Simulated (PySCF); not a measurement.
`C#C[C@@H]1[C@H]([O-])C1(F)F`, [C₅H₃F₂O]-, charge -1

Cartesian coordinates in Å; atom numbers follow the order of the lines, from 1:
```xyz
11

C     2.4387   -0.5892    0.4826
C     1.3277   -0.4851    0.0322
C     0.0402   -0.3343   -0.5160
C    -0.8155    1.0813   -0.4084
O    -0.3655    2.1740    0.0271
C    -1.1491   -0.1539    0.3901
F    -2.2661   -0.9202    0.0805
F    -0.9873   -0.2783    1.7385
H     3.4081   -0.6530    0.8773
H    -0.1563   -0.9199   -1.4091
H    -1.4693    1.0811   -1.3206
```

Total charge -1.

Method used: TDDFT CAM-B3LYP/def2-SVPD circular dichroism and optical rotation, one conformer, gas phase (PySCF 2.14.0). Geometry: GFN2-xTB.

For a gas-phase anion, states above the detachment energy (about 2.2 eV, taken as minus the energy of the highest occupied orbital) lie in the continuum and depend on the basis. Singlets 8 and 9 lie within 0.01 eV of each other, so their separate moments and overlaps can depend on how they mix.

Stereocentres: C3 R, C4 S.

(1) Give the optical rotatory dispersion at 633, 589.3, 546, 436, 405, 365, 355 nm.

(2) And for the mirror image at 589.3 nm?

(3) What is the molar rotation [Φ] = [α]·M/100 of the geometry above at 589.3 nm?

## Answers

(1) [α] in deg dm⁻¹ (g/mL)⁻¹:
```tsv
λ (nm)	origin-invariant length gauge	modified velocity gauge	length gauge (centre of mass)	isotropic polarisability (au)
633	-77.9	-72.3	-81.4	79.1
589.3	-91.2	-85.2	-95.3	79.6
546	-108.2	-101.7	-112.8	80.3
436	-178.0	-173.9	-184.7	83.3
405	-205.9	-205.8	-213.2	84.8
365	-230.9	-245.7	-238.1	87.7
355	-225.6	-248.1	-232.4	88.6
```

(2) +91.2 deg dm⁻¹ (g/mL)⁻¹ (origin-invariant length gauge): the same size and the opposite sign.

(3) With M = 117.08 g/mol, -106.8 deg cm² dmol⁻¹ (origin-invariant length gauge).

The first excitation lies at 4.39 eV (282 nm) with R = +6.3 × 10⁻⁴⁰ esu² cm² (velocity form).
